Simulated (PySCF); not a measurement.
Species: C5H3NO.
Bonds: N1–C2 (triple), C2–C3, C3–C4 (aromatic), C4–C5 (aromatic), C5–O6 (aromatic), O6–C7 (aromatic), C3–C7 (aromatic). Hydrogens: H8 on C4; H9 on C5; H10 on C7.

The same species was optimised twice, with GFN2-xTB and with PBE0-D3(BJ)/def2-SVP (PySCF), and the same property calculations (PySCF, gas phase) were run on both structures.

```
  coordinate  GFN2-xTB  PBE0-D3(BJ)/def2-SVP  change
   C2–C3 (Å)     1.404                 1.420  +0.016
   N1≡C2 (Å)     1.146                 1.159  +0.013
   C3–C4 (Å)     1.427                 1.438  +0.011
   C5–O6 (Å)     1.345                 1.352  +0.007
   O6–C7 (Å)     1.334                 1.336  +0.002
   C4–C5 (Å)     1.358                 1.359  +0.001
   C3–C7 (Å)     1.372                 1.372   0.000
C2–C3–C7 (°)     127.4                 126.5    -0.9
C2–C3–C4 (°)     126.9                 127.6    +0.7
C5–O6–C7 (°)     107.5                 108.1    +0.6
N1–C2–C3 (°)     179.2                 179.7    +0.5
C4–C5–O6 (°)     110.9                 110.5    -0.4
C3–C7–O6 (°)     110.4                 110.0    -0.4
C4–C3–C7 (°)     105.7                 105.9    +0.2
C3–C4–C5 (°)     105.5                 105.4    -0.1
```

Rotational constants: A = 9482, B = 1968, C = 1630 MHz (GFN2-xTB) against A = 9372, B = 1942, C = 1609 MHz (PBE0-D3(BJ)/def2-SVP). Point groups within 0.08 Å: Cs and Cs.

On the GFN2-xTB structure: HOMO (eV) -7.54 [PBE0/pcSseg-1]; LUMO (eV) -1.04 [PBE0/pcSseg-1]; dipole (D) 3.99 [PBE0/pcSseg-1]; GIAO shielding of N1 (ppm) -56.6 [PBE0/pcSseg-1]; GIAO shielding of C2 (ppm) 69.2 [PBE0/pcSseg-1]; GIAO shielding of C3 (ppm) 81.2 [PBE0/pcSseg-1]; GIAO shielding of C4 (ppm) 65.5 [PBE0/pcSseg-1]; GIAO shielding of C5 (ppm) 38.4 [PBE0/pcSseg-1]; GIAO shielding of O6 (ppm) 26.6 [PBE0/pcSseg-1]; GIAO shielding of C7 (ppm) 30.8 [PBE0/pcSseg-1].

Question: What do these properties become on the PBE0-D3(BJ)/def2-SVP structure?

Answer: 
```
                                    property          level  on GFN2-xTB  on PBE0-D3(BJ)/def2-SVP  change
                                   HOMO (eV)  PBE0/pcSseg-1        -7.54                    -7.56   -0.02
                                   LUMO (eV)  PBE0/pcSseg-1        -1.04                    -1.06   -0.02
                                  dipole (D)  PBE0/pcSseg-1         3.99                     4.05   +0.06
energy, GFN2-xTB geometry as zero (kcal/mol)  PBE0/pcSseg-1          0.0                     -0.4    -0.4
                  GIAO shielding of N1 (ppm)  PBE0/pcSseg-1        -56.6                    -61.9    -5.3
                  GIAO shielding of C2 (ppm)  PBE0/pcSseg-1         69.2                     66.7    -2.5
                  GIAO shielding of C3 (ppm)  PBE0/pcSseg-1         81.2                     80.0    -1.2
                  GIAO shielding of C4 (ppm)  PBE0/pcSseg-1         65.5                     65.2    -0.3
                  GIAO shielding of C5 (ppm)  PBE0/pcSseg-1         38.4                     37.2    -1.2
                  GIAO shielding of O6 (ppm)  PBE0/pcSseg-1         26.6                     22.1    -4.5
                  GIAO shielding of C7 (ppm)  PBE0/pcSseg-1         30.8                     30.0    -0.8
```

The heavy atoms differ by 0.017 Å rms after alignment. Among bonds between heavy atoms C2–C3 changes most (+0.016 Å). Changes are differences of the printed values. Neither structure is proved a minimum here.
